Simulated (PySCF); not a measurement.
C8H9F3.
SMILES with atom numbers: `[CH2:1]=[CH:2][CH:3]([CH:4]=[CH2:5])/[CH:6]=[CH:7]/[C:8]([F:9])([F:10])[F:11]` (hydrogens: H12, H13 on C1; H14 on C2; H15 on C3; H16 on C4; H17, H18 on C5; H19 on C6; H20 on C7)

The same species was optimised twice, with GFN2-xTB and with PBE0-D3(BJ)/def2-SVP (PySCF), and the same property calculations (PySCF, gas phase) were run on both structures.

```
     coordinate  GFN2-xTB  PBE0-D3(BJ)/def2-SVP  change
      C1=C2 (Å)     1.318                 1.332  +0.014
      C4=C5 (Å)     1.319                 1.332  +0.013
     C8–F10 (Å)     1.348                 1.340  -0.008
      C6=C7 (Å)     1.324                 1.332  +0.008
      C8–F9 (Å)     1.347                 1.339  -0.008
      C3–C6 (Å)     1.501                 1.507  +0.006
     C8–F11 (Å)     1.341                 1.335  -0.006
      C7–C8 (Å)     1.493                 1.491  -0.002
      C2–C3 (Å)     1.509                 1.510  +0.001
      C3–C4 (Å)     1.502                 1.503  +0.001
   C2–C3–C4 (°)     109.3                 110.4    +1.1
 F10–C8–F11 (°)     106.3                 107.4    +1.1
   C2–C3–C6 (°)     108.3                 109.3    +1.0
  F9–C8–F11 (°)     106.4                 107.4    +1.0
  C7–C8–F10 (°)     112.0                 111.0    -1.0
  F9–C8–F10 (°)     105.8                 106.7    +0.9
   C7–C8–F9 (°)     112.0                 111.0    -1.0
  C7–C8–F11 (°)     113.8                 113.0    -0.8
C1–C2–C3–C4 (°)      -118                  -120      -2
C2–C3–C4–C5 (°)       123                   122      -1
C2–C3–C6–C7 (°)       124                   129      +5
C6–C7–C8–F9 (°)      -123                  -122      +1
```

Rotational constants: A = 1783, B = 530.5, C = 453.8 MHz (GFN2-xTB) against A = 1755, B = 529.9, C = 451.5 MHz (PBE0-D3(BJ)/def2-SVP). Point groups within 0.08 Å: C1 and C1.

On the GFN2-xTB structure: HOMO (eV) -7.80 [PBE0/pcSseg-1]; LUMO (eV) -0.88 [PBE0/pcSseg-1]; dipole (D) 3.09 [PBE0/pcSseg-1]; GIAO shielding of C1/C5 (mean) (ppm) 62.8 [PBE0/pcSseg-1]; GIAO shielding of C2/C4 (mean) (ppm) 41.0 [PBE0/pcSseg-1]; GIAO shielding of C3 (ppm) 128.2 [PBE0/pcSseg-1]; GIAO shielding of C6 (ppm) 35.0 [PBE0/pcSseg-1]; GIAO shielding of C7 (ppm) 60.9 [PBE0/pcSseg-1]; GIAO shielding of C8 (ppm) 54.2 [PBE0/pcSseg-1]; GIAO shielding of F9/F10/F11 (mean) (ppm) 253.4 [PBE0/pcSseg-1].

Q: What do these properties become on the PBE0-D3(BJ)/def2-SVP structure?

A: 
```csv
property,level,on GFN2-xTB,on PBE0-D3(BJ)/def2-SVP,change
HOMO (eV),PBE0/pcSseg-1,-7.80,-7.76,+0.04
LUMO (eV),PBE0/pcSseg-1,-0.88,-0.87,+0.01
dipole (D),PBE0/pcSseg-1,3.09,2.86,-0.23
"energy, GFN2-xTB geometry as zero (kcal/mol)",PBE0/pcSseg-1,0.0,-0.7,-0.7
GIAO shielding of C1/C5 (mean) (ppm),PBE0/pcSseg-1,62.8,58.9,-3.9
GIAO shielding of C2/C4 (mean) (ppm),PBE0/pcSseg-1,41.0,38.4,-2.6
GIAO shielding of C3 (ppm),PBE0/pcSseg-1,128.2,127.8,-0.4
GIAO shielding of C6 (ppm),PBE0/pcSseg-1,35.0,33.8,-1.2
GIAO shielding of C7 (ppm),PBE0/pcSseg-1,60.9,57.7,-3.2
GIAO shielding of C8 (ppm),PBE0/pcSseg-1,54.2,56.4,+2.2
GIAO shielding of F9/F10/F11 (mean) (ppm),PBE0/pcSseg-1,253.4,258.7,+5.3
```

The heavy atoms differ by 0.054 Å rms after alignment. Among bonds between heavy atoms C1=C2 and C4=C5 change most and about equally (+0.013 to +0.014 Å). Changes are differences of the printed values. Neither structure is proved a minimum here.

The values belong to the conformer `[CH2:1]=[CH:2][CH:3]([CH:4]=[CH2:5])/[CH:6]=[CH:7]/[C:8]([F:9])([F:10])[F:11]`: C1–C2–C3–C4 -120°, C2–C3–C4–C5 122°, C2–C3–C6–C7 129°, C6–C7–C8–F9 -122°.
